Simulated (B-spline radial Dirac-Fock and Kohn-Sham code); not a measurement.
Photoionisation of potassium ions at Ag Lα (2984.4 eV)

These are calculated numbers from a radial B-spline solver; the model is the independent-particle Dirac-Slater model, thresholds from Dirac-Fock. Cross sections in kb; a dash marks an empty subshell or a threshold above the photon energy.

| ion | configuration | total | 2s | 2p1/2 | 2p3/2 | 3p1/2 | 3p3/2 |
| --- | --- | --- | --- | --- | --- | --- | --- |
| K⁵⁺ | [Ne] 3s2 3p2 | 14.54 | 7.04 | 2.10 | 4.05 | 0.0965 | 0.187 |
| K⁶⁺ | [Ne] 3s2 3p1 | 14.55 | 7.07 | 2.11 | 4.08 | 0.0530 | 0.103 |
| K¹³⁺ | [He] 2s2 2p2 | 11.23 | 8.55 | 0.913 | 1.77 | – | – |
